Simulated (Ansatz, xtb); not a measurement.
## Ligand exchange: SnH3Cl + MgH(NH2) → SnH3(NH2) + MgHCl

Species: SnH3Cl `[Cl][SnH3]`, singlet; MgH(NH2), singlet; SnH3(NH2), singlet; MgHCl `[MgH][Cl]`, singlet. The partners trade Cl for NH2: Sn–Cl and Mg–NH2 bonds give way to Sn–NH2 and Mg–Cl.

Shapes, held fixed at every level: PBE0-D4/def2-TZVP. Programs: Ansatz 0.2.0, xtb 6.7.1. The zero-point and thermal change to 298 K, harmonic and unscaled (PBE0-D4/def2-TZVP), is +3.2 kJ/mol.

```csv
level,kind,ΔH(298 K) (kJ/mol),less CCSD(T)/def2-TZVPP
GFN2-xTB,semi-empirical,-69.2,-24.0
HF/def2-SVP,Hartree–Fock,-47.3,-2.1
HF/def2-TZVPP,Hartree–Fock,-47.8,-2.6
r2SCAN-D4/def2-TZVPP,meta-GGA,-42.4,+2.8
wB97X-V/def2-TZVPP,range-separated hybrid,-43.2,+2.0
CCSD(T)/def2-SVP,coupled cluster or CI,-47.9,-2.7
CCSD/def2-SVP,coupled cluster or CI,-47.6,-2.4
CCSD(T)/def2-TZVPP,coupled cluster or CI,-45.2,0.0
```

The highest level, CCSD(T)/def2-TZVPP, gives ΔH(298 K) = -45.2 kJ/mol; the levels span -69.2 to -42.4. The column of differences is taken from that level and isn't an error. No measured value is set beside it here. For atoms past krypton def2 sets carry core potentials with scalar relativity. Outer-core shells of Mg, Sn are correlated, in sets that cover them unevenly.
